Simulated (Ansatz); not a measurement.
```yaml
crystal:
  periodic: [false, false, false]
  atoms:
    - {symbol: B, position_ang: [-0.750805, 0.271359, -0.752765]}
    - {symbol: Si, position_ang: [1.012403, 0.686061, 0.244476]}
    - {symbol: B, position_ang: [0.153277, -1.159669, 0.533269]}
    - {symbol: S, position_ang: [-0.752381, -1.490971, -1.314112]}
    - {symbol: H, position_ang: [-1.872744, 1.032618, -1.427838]}
    - {symbol: H, position_ang: [0.718210, 1.584735, 1.515647]}
    - {symbol: H, position_ang: [2.004303, 0.651835, -0.529950]}
    - {symbol: H, position_ang: [0.284148, -1.971122, 1.198227]}
basis:
  gaussian: {orbitals: def2-mTZVP}
total_charge: 1
magnetization: {spin_polarized: true, initial_magnetization: 5}
hamiltonian: {xc: {name: HF}}
correlation: {method: bccd_t}
```

```sh
$ ansatz run in.yaml --threads 2 --pin off --events-out ev --progress --plain --max-ram 4352MiB
```

It prints (some lines left out):

```
Functional definition: HF
868 factors; integrals over basis functions are off by at most 8.3e-4 eV
mean field evaluation 1: about -20062.9874 eV, gradient 1.7e1 eV
mean field evaluation 2: about -20063.0006 eV, gradient 1.7e1 eV
mean field evaluation 4: about -20066.6642 eV, gradient 4.0e0 eV
mean field evaluation 8: about -20068.1732 eV, gradient 1.4e0 eV
mean field evaluation 16: about -20068.5015 eV, gradient 6.4e-5 eV
mean field -20068.50154657 eV, -737.5038289176 hartree, gradient 4.8e-6 eV, S^2 8.797334; 6 other end points of the search recorded, 0 dependent functions left out
12 core orbitals not correlated: weight in the atoms' cores, before any rotation towards them, 1.000 or more for the frozen orbitals, at most 0.000 for the correlated occupied ones
reference -20068.50154657 eV, -737.5038289176 hartree; 12, 7 occupied and 70, 75 virtual orbitals, 868 factors
second order -8.18871696 eV of doubles, -0.00000000 eV of singles
cycle   1  -9.17586499 eV  change   -9.9e-1 eV  update   1.0e-1
cycle   2  -9.63843818 eV  change   -4.6e-1 eV  update   4.9e-2
cycle   3  -9.73539384 eV  change   -9.7e-2 eV  update   3.5e-2
cycle   4  -9.75733773 eV  change   -2.2e-2 eV  update   2.5e-2
cycle   5  -9.78095803 eV  change   -2.4e-2 eV  update   1.9e-2
cycle   6  -9.80073138 eV  change   -2.0e-2 eV  update   1.4e-2
cycle   7  -9.80579453 eV  change   -5.1e-3 eV  update   1.0e-2
cycle   8  -9.80704615 eV  change   -1.3e-3 eV  update   7.0e-3
cycle   9  -9.80648882 eV  change    5.6e-4 eV  update   4.9e-3
cycle  10  -9.80575570 eV  change    7.3e-4 eV  update   3.4e-3
cycle  11  -9.80570560 eV  change    5.0e-5 eV  update   2.3e-3
cycle  12  -9.80707873 eV  change   -1.4e-3 eV  update   1.5e-3
cycle  13  -9.80775196 eV  change   -6.7e-4 eV  update   9.9e-4
cycle  14  -9.80685424 eV  change    9.0e-4 eV  update   7.6e-4
cycle  15  -9.80669031 eV  change    1.6e-4 eV  update   6.0e-4
cycle  16  -9.80703707 eV  change   -3.5e-4 eV  update   4.9e-4
cycle  17  -9.80743076 eV  change   -3.9e-4 eV  update   3.7e-4
cycle  18  -9.80702418 eV  change    4.1e-4 eV  update   2.4e-4
cycle  19  -9.80717005 eV  change   -1.5e-4 eV  update   1.7e-4
cycle  20  -9.80715553 eV  change    1.5e-5 eV  update   1.3e-4
cycle  21  -9.80714195 eV  change    1.4e-5 eV  update   8.7e-5
cycle  22  -9.80716631 eV  change   -2.4e-5 eV  update   5.8e-5
cycle  23  -9.80714906 eV  change    1.7e-5 eV  update   3.7e-5
cycle  24  -9.80716330 eV  change   -1.4e-5 eV  update   2.6e-5
cycle  25  -9.80717118 eV  change   -7.9e-6 eV  update   1.9e-5
cycle  26  -9.80717356 eV  change   -2.4e-6 eV  update   1.3e-5
perturbative correction -0.48278160 eV, -0.0177418965 hartree
Total energy: -20078.79150173 eV, -737.8819777948 hartree
```

In this input the spin is set far too high for this molecule. The calculation finished and met its thresholds. The result belongs to that input, not to the molecule as meant.
